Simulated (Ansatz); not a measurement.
A nudged elastic band was laid between two geometries of CH$_{8}$AlFN$_{2}$Si (14 atoms, charge 0, multiplicity 1).

Level of theory: RKS PBE0-D4/def2-SVP (Ansatz).

* movable images: 5
* climbing image: yes
* spring: 5.0 eV/Å²
* optimiser: quadratic models (default)
* start path: through a guess of the saddle point
* force threshold: 0.03 eV/Å
* iteration limit: 41
* end points: relaxed

First end point:

```xyz
14
Properties=species:S:1:pos:R:3
N 0.450 -1.777 -1.024
C 0.469 -0.877 0.038
F 1.706 -0.220 0.172
Al -0.783 -0.805 1.561
N -0.514 0.249 -0.192
Si 0.056 1.943 -0.299
H 0.792 -2.696 -0.766
H 0.952 -1.438 -1.846
H -2.092 -1.702 1.499
H -0.357 0.090 2.800
H -1.180 -0.016 -0.921
H 0.971 2.158 -1.457
H -1.190 2.736 -0.514
H 0.707 2.324 0.978
```

Last end point:

```xyz
14
Properties=species:S:1:pos:R:3
N 0.638 -1.794 -0.880
C 0.459 -0.870 0.146
F 1.647 -0.196 0.484
Al -1.046 -0.777 1.419
N -0.475 0.239 -0.284
Si 0.098 1.935 -0.338
H 0.937 -2.702 -0.542
H 1.276 -1.467 -1.608
H -2.317 -1.689 1.145
H -0.852 0.149 2.693
H -0.999 -0.052 -1.111
H -1.090 2.708 -0.804
H 0.501 2.363 1.023
H 1.210 2.123 -1.314
```

What changes between the two ends?

No bond is made or broken. The dihedral Al4–N5–Si6–H14 goes from 18 to 141°. The two ends are copies of one structure, up to a mirror image or an exchange of like atoms.

What energy profile does the band end with?

It did not converge within its limit. The highest image is number 4 of 0 to 6, 0.150 eV above the ends, which have the same energy within 2 meV. The band didn't meet its force threshold, so its energies are provisional: the largest band force was still 0.18 eV/Å, and over the last iterations the top stayed at 0.15 eV.

| image | path coordinate (Å) | energy (eV) | dihedral Al4–N5–Si6–H14 (°) |
| --- | --- | --- | --- |
| 0 | 0.00 | 0.000 | 18 |
| 1 | 1.29 | 0.083 | 55 |
| 2 | 2.57 | 0.146 | 91 |
| 3 | 3.86 | 0.061 | 121 |
| 4 | 5.18 | 0.150 | 90 |
| 5 | 6.25 | 0.073 | 116 |
| 6 | 7.32 | 0.000 | 141 |

The band took 41 iterations and roughly 40 core-minutes.

Time of the run: 18 min on 2 threads of Intel(R) Xeon(R) Platinum 8259CL CPU @ 2.50GHz (Skylake/Cascade Lake), on a shared host, peak memory 0.38 GiB.
